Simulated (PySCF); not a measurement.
## Correlation energy of Rh⁺ (rhodium, charge +1)

[Kr] 4d8, high-spin 3F determinant. Calculation: PySCF 2.14, in x2c-TZVPPall (8s6p6d2f1g, 79 functions); the spin-free X2C one-electron Hamiltonian (Gaussian nucleus). Frozen: [Kr]; 8 electrons correlated.

```
  level  correlation energy (mhartree)
   CCSD                        -211.76
    (T)                          -6.57
CCSD(T)                        -218.33
```

Diagnostics: T1 = 0.0026, D1 = 0.0040, largest double amplitude 0.020.

Cost of the coupled-cluster step: roughly 6 core-seconds, for 8 correlated electrons.
